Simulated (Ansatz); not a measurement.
`[F][Zr]([SH])([Cl])[Cl]` and `[F][Zr]([Cl])([Cl])[Br]` differ in one atom or group.

Ansatz, PBE0-D4/def2-TZVP geometries, multiplicity 1. Each molecule was computed in one conformer, which needn't be the lowest.

Elements past krypton have def2 core potentials. Scalar relativity is left out up to krypton.

| property | `[F][Zr]([SH])([Cl])[Cl]` |
| --- | --- |
| size of the dipole moment (ωB97M-V/def2-TZVPP) / D | 0.95 |
| HOMO–LUMO gap (B3LYP/def2-TZVPP) / eV | 5.40 |
| LUMO energy (ωB97M-V/def2-TZVPP) / eV | -0.32 |
| HOMO–LUMO gap (PBE0/def2-TZVPP) / eV | 5.86 |
| HOMO–LUMO gap (PBE/def2-TZVPP) / eV | 3.84 |
| HOMO energy (ωB97M-V/def2-TZVPP) / eV | -10.40 |

Task: Give the same properties after the change, and the shifts. (Best estimate.)

Result: Ansatz gave: 
```json
{"property": "size of the dipole moment (ωB97M-V/def2-TZVPP) / D", "`[F][Zr]([Cl])([Cl])[Br]`": "0.02", "shift": "-0.93"}
{"property": "HOMO–LUMO gap (B3LYP/def2-TZVPP) / eV", "`[F][Zr]([Cl])([Cl])[Br]`": "6.23", "shift": "0.83"}
{"property": "LUMO energy (ωB97M-V/def2-TZVPP) / eV", "`[F][Zr]([Cl])([Cl])[Br]`": "-0.45", "shift": "-0.13"}
{"property": "HOMO–LUMO gap (PBE0/def2-TZVPP) / eV", "`[F][Zr]([Cl])([Cl])[Br]`": "6.69", "shift": "0.83"}
{"property": "HOMO–LUMO gap (PBE/def2-TZVPP) / eV", "`[F][Zr]([Cl])([Cl])[Br]`": "4.65", "shift": "0.81"}
{"property": "HOMO energy (ωB97M-V/def2-TZVPP) / eV", "`[F][Zr]([Cl])([Cl])[Br]`": "-11.37", "shift": "-0.97"}
```

With PBE0 the HOMO falls by 0.94 eV and the LUMO falls by 0.11 eV, so the gap widens by about 0.83 eV. PBE moves the HOMO by -0.85 eV and ωB97M-V by -0.97 eV. The zero-point energy changes by -20.0 kJ/mol with -3 modes.

B3LYP here is the variant with VWN-RPA as its local correlation; programs differ in this.

Spin–orbit coupling is left out; it splits and shifts lone-pair levels of the heavy atoms by tenths of an eV.
